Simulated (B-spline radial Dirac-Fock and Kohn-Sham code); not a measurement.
# Binding energies of Ti²⁺

System: titanium as Ti²⁺, configuration [Ar] 3d2; nuclear rms radius 3.5921 fm (A = 48).

Calculated with a radial B-spline solver, using multi-electron Dirac-Fock with separately optimised hole states, Breit and Lamb-shift corrections added in first order. Electron correlation is not included. Energies are counted from the vacuum level.

All terms are in eV, carry their sign (relaxation lowers the binding energy) and add up to the binding energy; ⟨r⟩ is the mean radius of the orbital in the initial state.

```csv
subshell,−ε (Koopmans),relaxation,Gaunt,retardation,QED,binding energy,⟨r⟩ (bohr)
K (1s),5036.1,-35.03,-4.79,0.27,-2.02,4994.5,0.070
L1 (2s),605.4,-12.93,-0.26,0.00,-0.19,592.0,0.322
L2 (2p1/2),505.0,-14.27,-0.50,0.05,0.03,490.3,0.287
L3 (2p3/2),499.1,-14.13,-0.33,0.05,0.02,484.7,0.289
M1 (3s),94.92,-2.54,-0.02,0.00,-0.03,92.33,1.007
M2 (3p1/2),65.38,-2.29,-0.04,0.00,0.00,63.05,1.082
M3 (3p3/2),64.67,-2.25,-0.02,0.01,0.00,62.40,1.089
"M4,5 (3d)",26.71,-1.20,0.01,0.00,0.00,25.52,1.411
```

For the deepest level, K (1s), the Breit terms make up -0.090 % of the binding energy, QED -0.041 % and orbital relaxation -0.701 %.

Spin-orbit splittings: 2p 5.61 eV, 3p 0.65 eV.

Going to the tabulated ground configuration of the next ion removes an electron from M4,5 (3d), computed at 25.52 eV. NIST lists 27.49171 eV as the ionisation energy of this species (measured), +1.98 eV from the computed value. Where a p, d or f shell is open in either ion the computed value averages over both j values and all terms, while the table refers to the lowest levels; that difference holds spin-orbit splitting (largest in heavy or highly charged ions), term energies where several electrons share open shells, and correlation, and it can reach 10 % or more.
